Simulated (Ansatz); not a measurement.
Mulliken charges of `[O]=[Nb]` radical from ωB97M-V/def2-TZVPP in Ansatz (PBE0-D4/def2-TZVP geometry).

```tsv
atom	x (Å)	y (Å)	z (Å)	charge (e)
O1	0.711	-0.237	0.365	-0.449
Nb2	-0.711	0.237	-0.365	0.449
```

Question: By hand: the dipole of these point charges (1 e Å = 4.8032 D).

Answer: Σ q r = (-0.638, 0.213, -0.328) e Å, of length 0.748 e Å = 3.59 D.

Question: How does the dipole of the full density compare? (An estimate is asked.)

Answer: Computed: (-0.523, 0.174, -0.268) e Å, 2.94 D; the point charges give 1.22 times that, at 0° from its direction.

Point charges leave out the atoms' own dipoles, such as those of lone pairs, and Mulliken's split depends on the basis, so the two needn't agree.
